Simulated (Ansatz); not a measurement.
Cartesian coordinates in Å:
```
N 0.877 -0.134 0.018
Al -0.831 0.348 -0.114
Ga 1.528 -1.773 0.705
H 1.576 0.528 -0.304
H -1.265 1.753 -0.709
H -1.885 -0.722 0.403
```

Total charge 0; spin multiplicity 1. The bonds changed during the relaxation, so this is another structure than the one it started from.

(1) List the r2SCAN/def2-TZVPP orbital energies in eV (Ansatz). (Estimate.)

Results:

(1) Ansatz gave: Occupied: -10121.83, -1516.56, -1243.99, -1100.39, -1100.38, -1100.30, -384.42, -147.53, -110.10, -100.41, -100.36, -100.11, -70.46, -70.22, -70.21, -21.13, -20.00, -20.00, -19.84, -19.79, -19.40, -11.36, -10.37, -8.61, -7.35, -6.74, -5.84. Lowest empty: -1.88, -1.60, -1.05, 0.11, 1.19, 2.26, 2.75, 2.90.
